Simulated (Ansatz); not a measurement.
cyclohexanone (C₆H₁₀O), singlet, at a GFN2-xTB geometry; B3LYP/STO-3G (Ansatz, a first-principles code).

Here is a job for Ansatz.
Ansatz 0.2 input:
```yaml
crystal:
  periodic: [false, false, false]
  atoms:
    - {symbol: O, position_ang: [2.25319886, 0.38747361, -0.15059007]}
    - {symbol: C, position_ang: [1.11141593, 0.21481818, 0.19248471]}
    - {symbol: C, position_ang: [0.10583456, 1.33600325, 0.31546258]}
    - {symbol: C, position_ang: [-1.14762441, 1.02516163, -0.50667753]}
    - {symbol: C, position_ang: [-1.74025140, -0.31820921, -0.09700492]}
    - {symbol: C, position_ang: [-0.71145930, -1.42655699, -0.28893100]}
    - {symbol: C, position_ang: [0.54707611, -1.14425040, 0.53574342]}
    - {symbol: H, position_ang: [-0.16716421, 1.43383899, 1.36918106]}
    - {symbol: H, position_ang: [0.56339300, 2.27052471, -0.01264100]}
    - {symbol: H, position_ang: [-1.88087258, 1.82167185, -0.36534325]}
    - {symbol: H, position_ang: [-0.88337911, 0.99815491, -1.56614608]}
    - {symbol: H, position_ang: [-2.62673309, -0.52931101, -0.69820774]}
    - {symbol: H, position_ang: [-2.04747157, -0.27979996, 0.95085283]}
    - {symbol: H, position_ang: [-1.13173332, -2.38929918, 0.00864923]}
    - {symbol: H, position_ang: [-0.44034152, -1.49219443, -1.34496861]}
    - {symbol: H, position_ang: [1.30660714, -1.90714075, 0.35839349]}
    - {symbol: H, position_ang: [0.29215540, -1.14803285, 1.59848700]}
basis:
  gaussian:
    orbitals: STO-3G
hamiltonian:
  xc: b3lyp
```

The log (banner, timings and long lists left out):

```
Functional definition: B3LYP
652 factors; integrals over basis functions are off by at most 3.6e-5 eV
mean field evaluation 1: about -8325.1234 eV, gradient 2.7e1 eV
mean field evaluation 2: about -8318.0659 eV, gradient 6.1e1 eV
mean field evaluation 4: about -8327.2694 eV, gradient 1.0e0 eV
mean field evaluation 8: about -8327.2052 eV, gradient 1.3e-2 eV
mean field -8327.20515875 eV, -306.0191452017 hartree, gradient 3.7e-5 eV, S^2 0.000000; 0 other end points of the search recorded, 0 dependent functions left out
reference -8327.20536373 eV, -306.0191527345 hartree; 27, 27 occupied and 18, 18 virtual orbitals, 652 factors
Total energy: -8327.20536373 eV, -306.0191527345 hartree
```
